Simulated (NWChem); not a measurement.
System: silylarsine (SiAsH5); SMILES [SiH3][AsH2]

Input file for NWChem:

```
start job
memory heap 200 mb stack 900 mb global 1100 mb
geometry units angstroms noautosym nocenter noautoz
  Si    -0.020034     1.574079     0.000000
  As    -0.044107    -0.818250     0.000000
  H     -0.744852     2.053700    -1.207333
  H     -0.744852     2.053700     1.207333
  H      1.347375     2.160029     0.000000
  H      1.020463    -0.900214    -1.101582
  H      1.020463    -0.900214     1.101582
end
basis spherical
  Si library def2-tzvp
  As library def2-tzvp
  H library def2-tzvp
end
dft
  xc b3lyp
  iterations 150
end
property
  shielding 5 1 2 3 5 6
end
task dft property
```

The geometry was optimised at B3LYP/6-31G* (spherical d).

GIAO values for the isolated, static molecule; σ is the absolute isotropic shielding.

Atoms are numbered as in the input.

Predict the main results of this run. (B3LYP/def2-TZVP, GIAO.) Quantities: basis functions; σ Si1 (ppm); σ As2 (ppm); σ H3 (rotor mean) (ppm); σ H6 (ppm).

The number of basis functions comes out as 115, the σ Si1 (ppm) is 394.9 and the σ As2 (ppm) is 1912.3. The σ H3 (rotor mean) (ppm) is 27.47. The σ H6 (ppm) is 29.46.
